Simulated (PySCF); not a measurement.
PySCF input for In(F)(Cl)(OMe) (CH3ClFInO), SMILES C[O][In]([F])[Cl], PBE-D3(BJ)/def2-SVP. Geometry optimised at PBE-D3(BJ)/def2-SVP. The structure was generated by enumeration; whether it is a known compound was not checked. The def2 effective core potentials stand for the cores of In; spin–orbit coupling is left out. The values are those of a single conformer.

```python
import numpy as np
from pyscf import gto, scf, dft, df
from pyscf.hessian import thermo

mol = gto.M(
    atom='''
    In   -0.03144098   -0.21799756    0.28728060
    F    -0.14604591   -1.14069825    2.01697743
    Cl    0.47239927    2.08166229    0.24409049
    O    -0.42794788   -1.21345220   -1.41199944
    C    -0.21121570   -0.57960396   -2.66416916
    H     0.80239966   -0.80439401   -3.07002971
    H    -0.95965246   -0.97891301   -3.38433963
    H    -0.32763647    0.52845393   -2.64370445
    ''',
    basis='def2-SVP',
    ecp={'In': 'def2-svp'},
    charge=0,
    spin=0,
    max_memory=1600,
    verbose=3,
)
mf = dft.RKS(mol, xc='pbe').density_fit(auxbasis='def2-universal-jkfit')
mf.disp = 'd3bj'
mf.grids.level = 3
mf.conv_tol = 1e-11
mf.max_cycle = 100
mf.kernel()

# analytic Hessian; the response equations are solved on a coarser grid
h, args, fine = mf.Hessian(), (mf.mo_energy, mf.mo_coeff, mf.mo_occ), mf.grids
h.max_memory = max(150, 2.5e-5 * df.make_auxmol(mol, mf.with_df.auxbasis).nao * mol.nelec[0] * (mol.nelec[0] + mol.nao))  # MB; small integral blocks
h1ao = h.make_h1(mf.mo_coeff, mf.mo_occ)
mf.grids = dft.Grids(mol).set(level=1).build(with_non0tab=True)
mo1, mo_e1 = h.solve_mo1(*args, h1ao)
mf.grids = fine
hess = h.hess_elec(*args, mo1, mo_e1, h1ao) + h.hess_nuc()
if mf.do_disp():
    hess += h.get_dispersion()
for i in range(mol.natm):  # the analytic DFT Hessian lacks the response of the grid: restore translational invariance
    hess[i, i] -= hess[i].sum(axis=0)
hess = (hess + hess.transpose(1, 0, 3, 2)) / 2
vib = thermo.harmonic_analysis(mol, hess, imaginary_freq=False)
thermo.dump_normal_mode(mol, vib)
th = thermo.thermo(mf, vib['freq_au'][vib['freq_au'] > 0], 298.15, 101325)
thermo.dump_thermo(mol, th)
g0 = mf.nuc_grad_method().set(verbose=0).kernel()

# dipole derivatives [dipole axis, atom, xyz] from the same response
r, irp = mol.intor('int1e_r'), mol.intor('int1e_irp').reshape(3, 3, mol.nao, mol.nao)
sl, dm0, ok = mol.aoslice_by_atom(), np.array(mf.make_rdm1()), []
dmu = np.einsum('a,xt->xat', mol.atom_charges(), np.eye(3))
for a, (_, _, p0, p1) in enumerate(sl):
    dmu[:, a] += 2 * np.einsum('xtij,ij->xt', irp[:, :, :, p0:p1], dm0.reshape(-1, mol.nao, mol.nao).sum(0)[:, p0:p1])
    for u, c, occ, f in [(mo1, mf.mo_coeff, mf.mo_occ, 4)]:
        dmu[:, a] -= f * np.einsum('tui,xuv,vi->xt', u[a], r, c[:, occ > 0], optimize=True)
L = vib['norm_mode']
ir = 974.8801 * (np.einsum('xat,kat->kx', dmu, L) ** 2).sum(1)       # km/mol
apt = np.einsum('xax->a', dmu) / 3
print('mode   freq/cm-1   IR/(km/mol)')
for k, w in enumerate(vib['freq_wavenumber']):
    print(f'{k + 1:4d} {w:11.2f} {ir[k]:13.3f}')
print('max |gradient| / (hartree/bohr):', abs(g0).max())
print('APT charges:', apt.round(4))
```

Program output:

```
converged SCF energy = -864.653595030943

WARN: DFTD3 does not support analytical Hessian, using finite difference


WARN: Mole.unit (angstrom) is changed to Bohr

Mode                                 0                   1                   2
Irrep
Freq [cm^-1]                       43.7974             76.6717             80.4936
Reduced mass [au]                   1.9012              1.6226              4.5625
Force const [Dyne/A]                0.0021              0.0056              0.0174
Char temp [K]                      63.0147            110.3135            115.8124
Normal mode                   x     y     z       x     y     z       x     y     z
       0  In                -0.00 -0.02  0.02    0.00  0.02 -0.01   -0.03  0.00  0.00
       1   F                -0.00  0.01  0.03    0.00 -0.02 -0.03    0.12 -0.02  0.00
       2  Cl                -0.01 -0.01 -0.07   -0.01  0.02  0.06    0.01 -0.01 -0.01
       3   O                 0.04  0.03 -0.02   -0.00 -0.03  0.02   -0.10  0.04 -0.00
       4   C                 0.02  0.11  0.01   -0.01 -0.11 -0.02    0.14 -0.02  0.01
       5   H                -0.12 -0.16 -0.16   -0.16 -0.49 -0.19    0.17 -0.12  0.15
       6   H                -0.22  0.44  0.08   -0.28  0.17  0.10    0.20  0.03 -0.09
       7   H                 0.38  0.15  0.16    0.41 -0.07 -0.01    0.23 -0.01 -0.04
Mode                                 3                   4                   5
Irrep
Freq [cm^-1]                      106.3108            117.2776            241.0890
Reduced mass [au]                  19.7087             13.4120              4.0529
Force const [Dyne/A]                0.1312              0.1087              0.1388
Char temp [K]                     152.9576            168.7363            346.8733
Normal mode                   x     y     z       x     y     z       x     y     z
       0  In                -0.01 -0.02 -0.03   -0.05  0.01  0.00   -0.00 -0.01  0.03
       1   F                 0.04  0.17  0.08    0.09 -0.02 -0.01    0.01  0.00  0.04
       2  Cl                -0.00 -0.02  0.06    0.05 -0.01  0.00   -0.00  0.00 -0.01
       3   O                -0.00 -0.01 -0.03    0.15 -0.06 -0.00    0.03  0.12 -0.07
       4   C                 0.00  0.03 -0.02   -0.02  0.00 -0.00   -0.02 -0.06 -0.16
       5   H                -0.01  0.01 -0.03   -0.04  0.09 -0.10   -0.04 -0.11 -0.17
       6   H                -0.01  0.07 -0.02   -0.06 -0.02  0.05   -0.05 -0.19 -0.07
       7   H                 0.03  0.03  0.02   -0.09 -0.00  0.04   -0.04 -0.06 -0.32
Mode                                 6                   7                   8
Irrep
Freq [cm^-1]                      352.6810            517.5788            602.7872
Reduced mass [au]                  35.7050              8.5892             20.2652
Force const [Dyne/A]                2.6166              1.3557              4.3384
Char temp [K]                     507.4295            744.6807            867.2766
Normal mode                   x     y     z       x     y     z       x     y     z
       0  In                 0.01  0.04  0.00   -0.01 -0.03 -0.02   -0.00 -0.01  0.04
       1   F                 0.00  0.02 -0.02    0.00  0.03 -0.05    0.01  0.10 -0.18
       2  Cl                -0.03 -0.14  0.00    0.00  0.01 -0.00    0.00  0.00  0.00
       3   O                 0.01  0.03  0.02    0.06  0.15  0.13   -0.01 -0.03 -0.03
       4   C                -0.00 -0.00  0.01   -0.01 -0.02  0.08    0.00  0.00 -0.02
       5   H                -0.00 -0.01  0.00   -0.02 -0.07  0.07    0.01  0.02 -0.02
       6   H                -0.00 -0.02  0.02   -0.03 -0.13  0.17    0.01  0.03 -0.04
       7   H                -0.00 -0.00 -0.03   -0.01 -0.01 -0.07    0.00  0.00  0.02
Mode                                 9                  10                  11
Irrep
Freq [cm^-1]                     1051.7231           1120.9710           1141.3026
Reduced mass [au]                   7.9462              1.2830              1.3475
Force const [Dyne/A]                5.1786              0.9499              1.0341
Char temp [K]                    1513.1954           1612.8277           1642.0804
Normal mode                   x     y     z       x     y     z       x     y     z
       0  In                 0.00  0.00  0.00   -0.00  0.00 -0.00    0.00  0.00  0.00
       1   F                 0.00  0.00  0.00    0.00  0.00 -0.00    0.00  0.00 -0.00
       2  Cl                 0.00  0.00  0.00    0.00 -0.00 -0.00    0.00 -0.00 -0.00
       3   O                 0.01  0.06 -0.16   -0.05 -0.01  0.01    0.00 -0.05 -0.05
       4   C                -0.01 -0.10  0.17    0.13  0.01 -0.00   -0.00  0.10  0.07
       5   H                -0.03  0.03  0.02   -0.07  0.19 -0.59   -0.09 -0.36  0.11
       6   H                -0.03  0.03  0.09   -0.25 -0.11  0.46    0.02 -0.36  0.30
       7   H                -0.06 -0.09  0.18   -0.29 -0.04  0.04    0.05  0.13 -0.57
Mode                                12                  13                  14
Irrep
Freq [cm^-1]                     1403.4266           1416.0773           1426.3909
Reduced mass [au]                   1.0587              1.0843              1.0621
Force const [Dyne/A]                1.2285              1.2811              1.2732
Char temp [K]                    2019.2184           2037.4199           2052.2589
Normal mode                   x     y     z       x     y     z       x     y     z
       0  In                 0.00  0.00  0.00    0.00  0.00  0.00    0.00  0.00  0.00
       1   F                 0.00 -0.00 -0.00   -0.00  0.00 -0.00    0.00 -0.00 -0.00
       2  Cl                -0.00 -0.00  0.00   -0.00 -0.00  0.00    0.00 -0.00  0.00
       3   O                -0.01  0.01 -0.02    0.00 -0.00 -0.02    0.01  0.01 -0.01
       4   C                -0.04  0.03 -0.04    0.02 -0.01 -0.07    0.03  0.05 -0.03
       5   H                -0.02  0.07 -0.05    0.28  0.07  0.61   -0.10 -0.66  0.08
       6   H                 0.13 -0.63  0.18   -0.49  0.05  0.45    0.10 -0.05 -0.07
       7   H                 0.45  0.05  0.53   -0.06 -0.02  0.10   -0.52 -0.05  0.44
Mode                                15                  16                  17
Irrep
Freq [cm^-1]                     2910.5067           2985.6219           3006.6722
Reduced mass [au]                   1.0314              1.1064              1.1043
Force const [Dyne/A]                5.1478              5.8108              5.8817
Char temp [K]                    4187.5711           4295.6452           4325.9319
Normal mode                   x     y     z       x     y     z       x     y     z
       0  In                 0.00  0.00  0.00    0.00 -0.00 -0.00   -0.00  0.00  0.00
       1   F                -0.00 -0.00 -0.00   -0.00 -0.00  0.00   -0.00  0.00  0.00
       2  Cl                -0.00 -0.00 -0.00   -0.00 -0.00  0.00    0.00  0.00 -0.00
       3   O                 0.00  0.00 -0.00    0.00 -0.00  0.00    0.00  0.00 -0.00
       4   C                 0.02  0.02 -0.04   -0.06  0.06  0.02   -0.06 -0.05 -0.04
       5   H                -0.57  0.14  0.21    0.63 -0.14 -0.23    0.21 -0.07 -0.09
       6   H                 0.31  0.17  0.29    0.04  0.05  0.05    0.57  0.31  0.53
       7   H                 0.07 -0.61 -0.03    0.06 -0.64 -0.03   -0.06  0.36  0.01
temperature 298.1500 [K]
pressure 101325.00 [Pa]
Rotational constants [GHz] 2.40986 2.00749 1.10372
Symmetry number 1
Zero-point energy (ZPE) 0.04238 [Eh]   111260.957 [J/mol]
                           tot       elec      trans        rot        vib
Entropy [J/mol/K]       393.028      0.000    174.844    119.198     98.987
Cv [J/mol/K]             94.002      0.000     12.472     12.472     69.058
Cp [J/mol/K]            102.316      0.000     20.786     12.472     69.058
Internal energy [J/mol]                      3718.434   3718.434 124777.171
Internal energy [Eh]   -864.60324  -864.65360
Enthalpy [J/mol]                             6197.391   3718.434 124777.171
Enthalpy [Eh]          -864.60229
Gibbs free energy [J/mol]                  -45932.202 -31820.514  95264.292
Gibbs free energy [Eh] -864.64693
mode   freq/cm-1   IR/(km/mol)
   1       43.80         3.319
   2       76.67         1.771
   3       80.49         0.347
   4      106.31        16.973
   5      117.28        26.069
   6      241.09        14.203
   7      352.68        22.975
   8      517.58        41.334
   9      602.79        54.195
  10     1051.72       132.784
  11     1120.97         6.398
  12     1141.30         0.431
  13     1403.43         4.173
  14     1416.08        19.758
  15     1426.39        19.964
  16     2910.51        83.981
  17     2985.62        32.312
  18     3006.67        17.257
max |gradient| / (hartree/bohr): 0.00015605096496801497
APT charges: [ 1.4406 -0.5758 -0.4747 -0.7027  0.4438 -0.0648 -0.0467 -0.0196]
```

The run converged.

Cost: roughly 2.0 core-minutes.
